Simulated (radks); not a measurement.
Task: Species: Zr3+. Configuration: [Kr] 5p1 (not the ground configuration). Method: scalar-relativistic Kohn-Sham, PBE, spin-polarised, spherical densities, point nucleus; open shells are filled with parallel spins first (spin-orbit coupling, left out, can overturn this in heavy ions); computed with a radial shooting solver on a logarithmic mesh with Libxc functionals. Some entries of the table are withheld. Estimate them.

orbital,occ.,eigenvalue (eV),<r^2> (bohr^2)
1s up,1,-17858.52,0.001853
1s down,1,-17858.49,0.001853
2s up,1,-2503.639,0.03117
2s down,1,-2503.625,0.03117
2p up,3,-2236.222,0.02455
2p down,3,-2236.199,0.02455
3s up,1,-438.2377,0.2409
3s down,1,-438.2096,0.2408
3p up,3,-351.1223,0.2487
3p down,3,-351.0903,0.2487
3d up,5,(1),0.2472
3d down,5,(2),0.2472
4s up,1,-86.6180,1.608
4s down,1,-86.4713,1.605
4p up,3,-63.9472,1.996
4p down,3,-63.7745,1.987
5p up,1,-21.4849,11.93

Result: 
(1) 3d up eigenvalue (eV): -208.2158
(2) 3d down eigenvalue (eV): -208.1812
